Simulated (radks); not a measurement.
Isoelectronic series with 46 electrons, all held in the configuration [Kr] 4d10, which need not be the ground one along the series. All-electron calculation, scalar-relativistic Kohn-Sham, BLYP, spin-polarised, spherical densities, finite nucleus; Fermi nuclear charge, rms radius of each element as measured or else 0.836 A^(1/3) + 0.57 fm. Program: a radial shooting solver on a logarithmic mesh with Libxc functionals. Total energies (hartree) and mean radii <r> (bohr):

ion    E (hartree)      4d      4p
Pd     -5046.36281   1.598   1.043
Ag+    -5316.21888   1.392   1.001
Cd2+   -5594.14764   1.256  0.9595
In3+   -5880.15219   1.153  0.9201
Sn4+   -6174.24269   1.071  0.8831
Sb5+   -6476.44532   1.004  0.8485
Te6+   -6786.78741  0.9458  0.8163
I7+    -7105.31117  0.8958  0.7863
Xe8+   -7432.04887  0.8518  0.7584
Cs9+    -7767.0469  0.8126  0.7323
Ba10+   -8110.3468  0.7774  0.7079
La11+   -8461.9999  0.7455  0.6850
Ce12+   -8822.0537  0.7165  0.6636
Pr13+   -9190.5626  0.6898  0.6435
Nd14+   -9567.5793  0.6653  0.6245
Pm15+   -9953.1555  0.6426  0.6066
